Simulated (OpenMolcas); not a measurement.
Au2+ (d9) among equal point charges was computed by CASSCF with the d shell active (OpenMolcas, ANO-RCC-VDZP on the metal). Its lowest spin-free states, and all those of the highest spin:

```
2S+1  Degeneracy  E (cm-1)
   2           1       0.0
   2           2      7105
   2           2      7444
```

Problem. Is the site octahedral, tetrahedral or cube-like, axial, or of lower symmetry?

Solution. The states with 2S+1 = 2 have orbital degeneracies 1, 2, 2. There are pairs but no triples, so the site is axial: not cubic, but with a proper or improper axis of order three or more. The run had Au2+ among 5 point charges of -2 e arranged as a trigonal bipyramid (D3h), 2.11 Å from the ion, with the axial distance 2.194 Å.

Point charges carry no covalency, so the field is a model and not that of real ligands. No measured value stands beside these numbers.
